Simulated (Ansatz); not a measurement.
Gas-phase electronic energies from Ansatz, PBE0-D4/def2-TZVP geometries. CBS: MP2 limit from def2 TZ/QZ plus the TZ coupled-cluster correction, frozen cores. Functionals use def2-TZVPP. B3LYP here is the variant with VWN-RPA as its local correlation; programs differ in this. For Ga outer-core shells are correlated without core-valence functions, which leaves a few kJ/mol of doubt a bond. Scalar relativity is left out up to krypton. One conformer a species, not always the lowest.

Consider the formal exchange of groups at a Ga–C bond: `F[CH]([SiH3])[GaH2]` + `CSS` → `[SH][GaH2]` + `CSC(F)[SiH3]`.

`F[CH]([SiH3])[GaH2]`:

Z-matrix (Å, degrees):
```
C
Si 1 1.890
Ga 1 1.990 2 113.4
F 1 1.405 2 109.3 3 -124.6
H 1 1.100 2 107.4 3 119.0
H 2 1.488 1 107.6 3 -62.9
H 2 1.486 1 111.2 3 176.6
H 2 1.488 1 110.3 3 55.7
H 3 1.569 1 118.0 2 61.3
H 3 1.564 1 119.2 2 -118.0
```

`CSS`:

```xyz
7

C    -0.482    0.285   -0.792
S     0.403    0.972    0.620
S     1.495   -0.611    1.291
H    -1.199   -0.472   -0.475
H     0.214   -0.132   -1.519
H    -1.019    1.121   -1.246
H     0.588   -1.164    2.122
```

`[SH][GaH2]`:

Z-matrix (Å, degrees):
```
Ga
S 1 2.199
H 1 1.559 2 115.2
H 1 1.560 2 118.1 3 -180.0
H 2 1.343 1 95.0 3 180.0
```

`CSC(F)[SiH3]`:

Cartesian coordinates in Å:
```
C -0.248 -2.042 -1.036
S 0.640 -1.037 0.166
C -0.048 0.568 -0.148
F 0.445 1.137 -1.326
Si 0.331 1.706 1.333
H 0.123 -3.062 -0.932
H -0.046 -1.694 -2.049
H -1.320 -2.032 -0.837
H -1.132 0.472 -0.282
H -0.563 1.328 2.456
H 1.751 1.546 1.730
H 0.068 3.109 0.925
```

| level | ΔE (kJ/mol) | difference from CCSD(T)/CBS |
| --- | --- | --- |
| PBE-D4 | -114.8 | 5.2 |
| r2SCAN-D4 | -123.2 | -3.2 |
| B2PLYP | -121.3 | -1.3 |
| r2SCAN | -123.0 | -3.0 |
| B3LYP | -116.1 | 3.9 |
| CCSD/def2-TZVPP | -124.0 | -4.0 |
| HF/def2-QZVPP | -126.7 | -6.7 |
| MP2/def2-QZVPP | -125.1 | -5.1 |
| HF/CBS(def2) | -126.6 | -6.6 |
| MP2/CBS(def2) | -123.4 | -3.4 |
| CCSD(T)/CBS | -120.0 | 0 |

Largest T1 diagnostic among the species: 0.013.

From PBE to PBE0 (25 % exact exchange), in def2-TZVPP and without D4, ΔE moves by −4.4 kJ/mol.
